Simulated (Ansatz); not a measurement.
Isolated molecules relaxed with PBE0-D4/def2-TZVP in Ansatz; ΔE leaves out vibrations. CCSD(T)/CBS is the MP2 limit (def2-TZVPP, def2-QZVPP) plus CCSD(T) − MP2 in def2-TZVPP, frozen cores. This one scheme is used for every species. DFT in def2-TZVPP. For Ge outer-core shells are correlated without core-valence functions, which leaves a few kJ/mol of doubt a bond. Scalar relativity is left out up to krypton. One conformer a species, not always the lowest.

Reaction (silylene formation by 1,1-elimination): `N[SiH2][NH][GeH2][NH2]` → `[NH2][GeH2][NH2]` + `N[SiH]`

CCSD(T)/CBS gives +232.9 kJ/mol.

Q: Another level gave +227.6 kJ/mol. Which?
A. r2SCAN/def2-TZVPP
B. PBE/def2-TZVPP
C. CCSD(T)/def2-TZVPP
D. MP2/def2-TZVPP

A: C. CCSD(T)/def2-TZVPP 227.6, PBE 206.0, MP2/def2-TZVPP 245.6, r2SCAN 237.6 kJ/mol.

Largest T1 diagnostic among the species: 0.015.

The D4 term adds +17.0 kJ/mol with B3LYP and +9.7 kJ/mol with PBE0; it sums over pairs of atoms, weighted by their polarisabilities, and B3LYP, whose exchange is more repulsive, gets the larger term. From PBE to PBE0 (25 % exact exchange), in def2-TZVPP and without D4, ΔE moves by +17.9 kJ/mol.

B3LYP here is the variant with VWN-RPA as its local correlation; programs differ in this.
